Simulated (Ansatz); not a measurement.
Relaxation of C3H7NSSi (13 atoms, charge 0, multiplicity 1), to a largest force component of 0.02 eV/Å in at most 50 steps.

Computed with Ansatz 0.2.0, RKS B3LYP-D4/def2-SVP.

```xyz
13
Properties=species:S:1:pos:R:3:forces:R:3
C -0.091 -2.709 0.711 -1.41 -0.36 -1.26
N -0.353 -1.836 -0.262 1.06 0.85 0.83
Si 0.498 -0.355 -0.237 3.20 0.67 -0.25
C -0.386 1.045 -0.981 -3.85 0.15 -0.26
C -0.038 2.017 0.132 -1.15 0.11 0.46
S 0.075 0.774 1.500 0.24 0.79 1.96
H 0.586 -2.504 1.546 -0.12 0.45 -0.25
H -0.651 -3.603 0.702 -0.41 -1.54 0.09
H -0.669 -1.766 -1.250 -0.80 -2.18 0.60
H -0.147 1.345 -1.957 0.56 0.75 -1.91
H -1.548 0.839 -0.990 1.79 0.46 0.09
H -0.769 2.809 0.365 -0.33 -0.26 -0.02
H 0.862 2.570 -0.047 1.22 0.11 -0.07
```

Q: Where does it end, and by what steps?

A: It converged. After 20 steps the energy has fallen by 2.133 eV; H12 moved furthest, 1.83 Å.

```csv
step,energy less start (eV),largest force component (eV/Å),accepted
0,0.0000,3.850,yes
1,-1.1551,2.088,yes
2,-1.6931,1.567,yes
3,-1.8418,1.049,yes
4,-1.9200,0.929,yes
5,-1.9716,0.366,yes
6,-2.0103,0.468,yes
7,-2.0357,0.242,yes
8,-2.0481,0.094,yes
9,-2.0583,0.134,yes
10,-2.0668,0.312,yes
11,-2.0760,0.389,yes
12,-2.0906,0.334,yes
13,-2.1062,0.328,yes
14,-2.1073,0.514,yes
15,-2.1226,0.313,yes
16,-2.1250,0.263,yes
17,-2.1313,0.106,yes
18,-2.1303,0.119,no
19,-2.1327,0.025,yes
20,-2.1328,0.011,yes
```

```xyz
13
Properties=species:S:1:pos:R:3
C -0.399 -2.134 0.880
N -0.249 -1.656 -0.304
Si 1.082 -0.387 -0.990
C -0.219 1.064 -1.188
C -0.232 1.489 0.288
S 1.338 0.715 0.952
H 0.136 -1.635 1.698
H -1.029 -3.010 1.074
H -0.766 -2.148 -1.040
H 0.244 1.839 -1.821
H -1.216 0.845 -1.608
H -1.094 1.066 0.828
H -0.227 2.577 0.465
```

Run time: 2.8 min on 2 threads of Arm Neoverse N1 (shared host), peak memory 0.32 GiB.
